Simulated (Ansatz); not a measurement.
Computed with Ansatz on PBE0-D4/def2-TZVP structures; ΔE is electronic, products minus reactants. CCSD(T)/CBS is the MP2 limit (def2-TZVPP, def2-QZVPP) plus CCSD(T) − MP2 in def2-TZVPP, frozen cores. This one scheme is used for every species, atoms too. No spin–orbit coupling; open shells (•) take unrestricted orbitals. Spin–orbit coupling would lower the free atoms: a little for B, Cl, O, Si. One conformer a species, not always the lowest.

`N[SiH](Cl)BO` → B• + Cl• + 5 H• + N• + O• + Si•  (atomization)

`N[SiH](Cl)BO`:

```xyz
10

N    -0.514    1.132    1.208
Si    0.021    0.839   -0.383
Cl    2.003    1.406   -0.760
B     0.021   -1.146   -0.765
O     0.010   -1.976    0.301
H    -0.255    0.493    1.943
H    -0.647    2.067    1.559
H    -0.774    1.696   -1.296
H     0.075   -1.602   -1.878
H     0.059   -2.909    0.071
```

```tsv
species	CCSD(T)/CBS(def2) energy (Eh)
`N[SiH](Cl)BO`	-906.65929
B•	-24.60433
Cl•	-459.70966
H•	-0.50000
N•	-54.53257
O•	-75.00631
Si•	-288.94402
```

Problem. Work out ΔE.

Solution. ΔE = 5 × (-0.50000) + (-24.60433) + (-459.70966) + (-54.53257) + (-75.00631) + (-288.94402) − (-906.65929) = 1.36240 Eh = +37.07 eV.

Largest T1 diagnostic among the species: 0.014.

From PBE to PBE0 (25 % exact exchange), in def2-TZVPP and without D4, ΔE moves by −0.66 eV: exact exchange takes away binding that semilocal exchange gives to molecules. In def2-TZVPP, CCSD(T) changes the Hartree–Fock value by +9.15 eV (the triples alone add +0.56 eV) and MP2 by +9.92 eV; breaking electron pairs costs correlation energy, which Hartree–Fock lacks. The D4 term adds +0.37 eV with B3LYP and +0.19 eV with PBE0; it sums over pairs of atoms, weighted by their polarisabilities, and B3LYP, whose exchange is more repulsive, gets the larger term.

B3LYP here is the variant with VWN-RPA as its local correlation; programs differ in this.

For atomizations the MP2-based limit and the directly extrapolated one differ by several kJ/mol either way, and by 10 to 25 for some Ge, Se and Sn compounds, so smaller differences from it don't rank the levels.
